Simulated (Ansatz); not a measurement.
The pair A = CH4O (SMILES CO) (first 6 atoms), B = CH4S (SMILES CS); geometry from B3LYP-D3(BJ)/def2-TZVP.
(charge 0, multiplicity 1):
```xyz
12

C     -0.2896    -0.5451     0.0904
O     -0.1998     0.7684     0.6352
H     -1.2677    -0.7301    -0.3651
H     -0.1510    -1.2349     0.9213
H      0.4924    -0.7335    -0.6519
H     -0.2780     1.4103    -0.0770
C     -1.2250     0.0362     3.9223
S      0.5568    -0.3231     3.7860
H     -1.7419    -0.2159     2.9993
H     -1.6089    -0.5847     4.7300
H     -1.3960     1.0824     4.1670
H      0.7695     0.4326     2.6953
```

Frozen-core correlation. MP2 and its Hartree–Fock in aug-cc-pV(T+d)Z are density fitted.

The values were computed with Ansatz (a first-principles code). Each number belongs to the level named beside it.

The counterpoise-corrected interaction energy is E(AB) − E(A in the pair's basis) − E(B in the pair's basis). Total energies (hartree):

```json
[
 {"level": "HF/aug-cc-pV(D+d)Z", "AB": "-552.7969310", "A in the pair's basis": "-115.0617227", "B in the pair's basis": "-437.7346017"},
 {"level": "MP2/aug-cc-pV(D+d)Z", "AB": "-553.4665120", "A in the pair's basis": "-115.4225544", "B in the pair's basis": "-438.0391181"},
 {"level": "HF/aug-cc-pV(T+d)Z", "AB": "-552.8519177", "A in the pair's basis": "-115.0919567", "B in the pair's basis": "-437.7595012"},
 {"level": "MP2/aug-cc-pV(T+d)Z", "AB": "-553.6653305", "A in the pair's basis": "-115.5292248", "B in the pair's basis": "-438.1307238"},
 {"level": "CCSD(T)/aug-cc-pV(D+d)Z", "AB": "-553.5471139", "A in the pair's basis": "-115.4563578", "B in the pair's basis": "-438.0863574"}
]
```

Problem. Work out the counterpoise-corrected interaction energy at the basis-set limit: extrapolate the MP2 correlation part as X⁻³, take Hartree–Fock from the larger set, and add the CCSD(T) − MP2 difference of aug-cc-pV(D+d)Z.

Solution. 
1. Differences (1 hartree = 627.509 kcal/mol): HF/aug-cc-pV(D+d)Z -0.381; MP2/aug-cc-pV(D+d)Z -3.037; HF/aug-cc-pV(T+d)Z -0.289; MP2/aug-cc-pV(T+d)Z -3.377; CCSD(T)/aug-cc-pV(D+d)Z -2.760.
2. Correlation parts, MP2 less HF: -2.656 in aug-cc-pV(D+d)Z (X = 2), -3.089 in aug-cc-pV(T+d)Z (X = 3).
3. Limit (3³·(-3.089) − 2³·(-2.656))/(3³ − 2³) = -3.271; with HF/aug-cc-pV(T+d)Z it gives -3.559.
4. CCSD(T) less MP2 in aug-cc-pV(D+d)Z: 0.277.
Result: -3.28 kcal/mol, against -3.04 at MP2/aug-cc-pV(D+d)Z. It is an estimate of this method's limit, not of the exact value.
